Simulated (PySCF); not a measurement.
Geometry:
```csv
atom,x (Å),y (Å),z (Å)
Ge1,-0.147,0.001,-0.100
Cl2,-0.098,-0.020,2.050
Cl3,1.878,0.011,-0.819
H4,-0.819,1.299,-0.553
H5,-0.814,-1.290,-0.578
```

Geometry: PBE0-D3(BJ)/def2-SVP; GIAO absolute shieldings from PySCF, gas phase, non-relativistic, averaged over equivalent atoms.

At PBE/pcSseg-1 (pcSseg-2 on Ge) (121 basis functions, 6.8 s wall time on 1 thread of an Arm Neoverse V2, shared host):
| atoms | σ (ppm) |
| --- | --- |
| Ge1 | 1227.6 |
| Cl2/Cl3 | 859.8 |
| H4/H5 | 24.76 |

Q: Estimate the result of repeating the calculation with B3LYP/pcSseg-1 (pcSseg-2 on Ge).

A: 
```csv
atoms,σ at B3LYP/pcSseg-1 (pcSseg-2 on Ge),change
Ge1,1261.4,+33.8
Cl2/Cl3,879.6,+19.8
H4/H5,25.23,+0.47
```

The largest change is at Ge1 (germanium bonded to 2 Cl, 2 H). Cost: 121 basis functions, 5.2 s wall time on 1 thread of an Arm Neoverse V2, shared host.

Relativistic effects, spin–orbit coupling among them, are left out; they matter for Ge and for the light atoms bonded to it.
